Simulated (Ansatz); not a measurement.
One change: `N=C(N)[SiH2]N` becomes `CSC(=N)N`.

Ansatz, PBE0-D4/def2-TZVP geometries, multiplicity 1. Each molecule was computed in one conformer, which needn't be the lowest.

```csv
property,`N=C(N)[SiH2]N`
HOMO–LUMO gap (ωB97M-V/def2-TZVPP) / eV,10.67
HOMO energy (PBE/def2-TZVPP) / eV,-5.46
size of the dipole moment (B3LYP/def2-TZVPP) / D,2.61
LUMO energy (B3LYP/def2-TZVPP) / eV,-0.30
HOMO–LUMO gap (PBE0/def2-TZVPP) / eV,6.70
LUMO energy (PBE/def2-TZVPP) / eV,-0.95
```

**Question.** Give the same properties after the change, and the shifts. (Best estimate.)

**Answer.** Computed: 
```json
{"property": "HOMO–LUMO gap (ωB97M-V/def2-TZVPP) / eV", "`CSC(=N)N`": "10.92", "shift": "0.25"}
{"property": "HOMO energy (PBE/def2-TZVPP) / eV", "`CSC(=N)N`": "-5.47", "shift": "-0.01"}
{"property": "size of the dipole moment (B3LYP/def2-TZVPP) / D", "`CSC(=N)N`": "3.28", "shift": "0.67"}
{"property": "LUMO energy (B3LYP/def2-TZVPP) / eV", "`CSC(=N)N`": "0.06", "shift": "0.36"}
{"property": "HOMO–LUMO gap (PBE0/def2-TZVPP) / eV", "`CSC(=N)N`": "7.04", "shift": "0.34"}
{"property": "LUMO energy (PBE/def2-TZVPP) / eV", "`CSC(=N)N`": "-0.60", "shift": "0.35"}
```

With PBE0 the HOMO rises by 0.08 eV and the LUMO rises by 0.41 eV, so the gap widens by about 0.33 eV. PBE moves the HOMO by -0.01 eV and ωB97M-V by 0.15 eV. Dipoles are sizes alone; their direction can turn.

B3LYP here is the variant with VWN-RPA as its local correlation; programs differ in this.
